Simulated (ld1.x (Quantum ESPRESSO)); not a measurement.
**Which change was made? (Hg, PAW)**

Hg (Z = 80), PAW, made with ld1.x (Quantum ESPRESSO) 7.5 (LDA (PZ), fully relativistic). Core [Xe] 4f14, reference 5d10 6s1.5 6p0 (charge +0.5). Waves: 6s (bound): rcut 1.70, rcutus 2.30 bohr; 6s channel at -0.3 Ry: rcut 1.70, rcutus 2.30 bohr; 6p (bound, empty): rcut 2.35, rcutus 2.65 bohr; 6p channel at 0.55 Ry: rcut 2.35, rcutus 2.65 bohr; 5d (bound): rcut 1.60, rcutus 2.15 bohr; 5d channel at 0.75 Ry: rcut 1.60, rcutus 2.15 bohr; 5f channel at 0.05 Ry: rcut 2.15, rcutus 2.30 bohr; 5f channel at 1.55 Ry: rcut 2.15, rcutus 2.30 bohr. Local part: all-electron potential smoothed inside 2.35 bohr (lloc = -1). Core correction: Bessel-smoothed model core inside 1.10 bohr. Augmentation charge: BESSEL, radius 1.50 bohr.

Open shells are filled in proportion to 2j + 1 (rel_dist='average').

Cutoffs, loose and tight: the cutoffs (Ry, on a coarse ladder) from which the occupation-weighted sum of valence levels, in a spherical-Bessel basis at the reference potential, stays within 10 and 1 mRy of its value at 400 Ry. They do not see the model core or the augmentation charge, which bear on the density cutoff. Test errors are all-electron minus pseudo excitation energies from the reference, over the configurations 5d10 6s2 6p0; 5d10 6s1 6p0; 5d10 6s0 6p0; 5d9 6s2 6p0; 5d10 6s0 6p2; 5d9 6s2 6p1; 5d10 6s0 6p1; variants that change the core or the reference have their own tests.

The base gives: outcome: generated; bound ghosts: not determined; largest test error (meV): +3.3.

Task: After one change the result is: outcome: generated; bound ghosts: not determined; largest test error (meV): -15. Which change was it?
A. type ultrasoft; local potential all-electron potential smoothed inside 1.65 bohr (lloc = -2); augmentation built from norm-conserving waves at rcut, not smoothed further
B. reference 5d10 6s1.5 6p0.5
C. core correction a·sin(br)/r model core, default radius (ld1.x builds one for every PAW set, though the input has nlcc=.false.)

Result: C. The others give: type ultrasoft; local potential all-electron potential smoothed inside 1.65 bohr (lloc = -2); augmentation built from norm-conserving waves at rcut, not smoothed further → outcome: generated; bound ghosts: not determined; largest test error (meV): -118 | reference 5d10 6s1.5 6p0.5 → outcome: generated; bound ghosts: not determined; largest test error (meV): -333.
